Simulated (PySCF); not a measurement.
## Calculated properties of `C=CO[SiH2]/C=C\[SiH3]`

Species: C4H10OSi2.
Geometry (GFN2-xTB, Å), atoms numbered from 1 in this order:
```xyz
17
C4H10OSi2 angstrom
C     -3.5322    0.5855    0.2212
C     -2.9609   -0.6043    0.2684
O     -1.6473   -0.8615    0.1996
Si    -0.3464    0.1073    0.0029
C      1.0178   -1.1776    0.0312
C      2.3215   -0.9290   -0.0626
Si     3.1328    0.7573   -0.2391
H     -4.5990    0.6869    0.2854
H     -2.9490    1.4831    0.1195
H     -3.5426   -1.5146    0.3709
H     -0.2424    1.0733    1.1029
H     -0.4432    0.8289   -1.2713
H      0.6921   -2.2094    0.1356
H      3.0055   -1.7732   -0.0265
H      2.3388    1.6302   -1.1030
H      4.4613    0.5560   -0.8286
H      3.2861    1.3732    1.0824
```

Among its groups: C=C double bond, Si–H bond and C–Si bond.

GFN2-xTB geometry:

| Item | Value |
| --- | --- |
| Rotational constants A, B, C of the GFN2-xTB geometry | 5.940, 0.671, 0.611 GHz |

PBE0/def2-SVPD ground state and vertical TDDFT (core frozen in the response) (PySCF):

| Item | Value |
| --- | --- |
| Dipole moment | 0.36 D |
| HOMO energy | -7.05 eV |
| LUMO energy | -1.08 eV |
| HOMO–LUMO gap | 5.97 eV |
| Lowest singlet excitation | 5.18 eV (239 nm, f = 0.034) |
| Strongest line among the 6 lowest singlet transitions | S4 at 6.43 eV (193 nm, f = 0.356) |
| Lowest triplet excitation (Tamm–Dancoff) | 3.98 eV |
| Static isotropic polarisability | 106.2 au |
| Electronic spatial extent ⟨r²⟩ about the centre of nuclear charge | 1821 bohr² |

PBE0/pcSseg-1 ground state and GIAO shieldings, non-relativistic (PySCF):

| Property | Result |
| --- | --- |
| Lowest Hirshfeld atomic charge | -0.19 e on O3 |
| Highest Hirshfeld atomic charge | +0.39 e on Si4 |
| 13C chemical shifts (computed TMS as zero) by class | 161.2 (C5), 156.6 (C2), 151.7 (C6), 95.1 (C1) ppm |
| 1H chemical shifts (computed TMS as zero) by class | 7.45 (H13), 7.27 (H14), 6.73 (H10), 5.37 (H11/H12), 4.46 (H8), 4.39 (H9), 4.11 (H15/H16/H17) ppm |
| Isotropic shieldings of nuclei other than C and H, by class | 229 (O3), 389 (Si4), 436 (Si7) ppm |
| Mayer bond orders between heavy atoms | C1–C2 1.93, C2–O3 0.99, O3–Si4 0.90, Si4–C5 0.89, C5–C6 1.94, C6–Si7 0.90 |

Monoisotopic mass (most abundant isotopes): 130.0270 u.

No computed singlet falls in the visible range (750 to 380 nm, 1.65 to 3.26 eV); S1 lies 1.92 eV above its blue end. S1 lies 0.79 eV below the HOMO–LUMO gap; its leading configuration is HOMO→LUMO, weight 0.99. The polarisability is 15.74 Å³ as a volume (1 au = 0.148185 Å³), or 1.52 au for each of the 70 electrons. The principal polarisabilities are 78.3, 99.2 and 141.1 au; their mean is the isotropic value. The largest Löwdin shares of the HOMO are 0.38 on C1, 0.26 on C2 and 0.23 on O3. With B = h/(8π²I), that is 505.379 GHz u Å² over I, the principal moments of inertia are 85.1, 753.4 and 826.9 u Å² (most abundant isotopes); the inertial defect Ic − Ia − Ib is -11.6 u Å² (zero for a rigid planar frame, negative otherwise). The vertical singlet–triplet gap S1 − T1 is 1.20 eV (TDDFT singlet less Tamm–Dancoff triplet; S1: HOMO→LUMO, weight 0.99; T1: HOMO−1→LUMO, weight 0.91).

The structure is a single GFN2-xTB conformer in the gas phase; no vibrational or solvent corrections.
